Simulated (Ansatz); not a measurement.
Reaction (substitution at a C–B bond): `CCB(C)F` + `OC(=S)S` → `CCOC(=S)S` + `CBF`

Isolated molecules relaxed with PBE0-D4/def2-TZVP in Ansatz; ΔE leaves out vibrations. CBS: MP2 limit from def2 TZ/QZ plus the TZ coupled-cluster correction, frozen cores. This one scheme is used for every species. DFT in def2-TZVPP. Each species was taken in one conformer, which may not be the lowest.

`CCB(C)F`:

```xyz
13

C    -0.202    0.608   -1.889
C     0.069   -0.336   -0.727
B    -0.058    0.260    0.715
C     0.190   -0.535    2.038
F    -0.404    1.546    0.841
H    -0.092    0.107   -2.854
H    -1.215    1.015   -1.841
H     0.483    1.458   -1.877
H     1.074   -0.777   -0.805
H    -0.594   -1.212   -0.770
H    -0.698   -0.491    2.677
H     0.994   -0.061    2.612
H     0.452   -1.583    1.881
```

`OC(=S)S`:

Cartesian coordinates in Å:
```
O 0.719 0.287 -0.729
C 0.085 -0.072 0.386
S 0.803 -0.274 1.832
S -1.617 -0.312 0.158
H 1.653 0.393 -0.491
H -1.642 -0.022 -1.156
```

`CCOC(=S)S`:

Cartesian coordinates in Å:
```
C -1.183 1.510 -0.473
C -0.038 0.537 -0.415
O -0.345 -0.428 0.600
C 0.482 -1.425 0.871
S 0.134 -2.518 2.024
S 1.953 -1.453 -0.107
H -2.113 0.998 -0.725
H -1.313 2.013 0.486
H -0.984 2.264 -1.237
H 0.094 0.018 -1.369
H 0.900 1.038 -0.154
H 2.415 -2.555 0.499
```

`CBF`:

```xyz
7

C     0.119    0.665   -0.128
B    -0.157   -0.835    0.165
F     0.568   -1.780   -0.418
H     0.932    0.837   -0.835
H     0.345    1.188    0.809
H    -0.792    1.141   -0.508
H    -1.015   -1.217    0.914
```

| level | ΔE (eV) |
| --- | --- |
| r2SCAN | 0.98 |
| CCSD(T)/def2-TZVPP | 0.94 |
| HF/def2-QZVPP | 0.93 |
| MP2/def2-QZVPP | 0.95 |

**Question.** What does CCSD(T)/CBS give? (Best estimate.)

**Answer.** Ansatz gave: +0.95 eV. The listed levels differ from it by 0.03, -0.01, -0.02, 0.00 eV.

Largest T1 diagnostic among the species: 0.017.

From PBE to PBE0 (25 % exact exchange), in def2-TZVPP and without D4, ΔE moves by +0.04 eV.
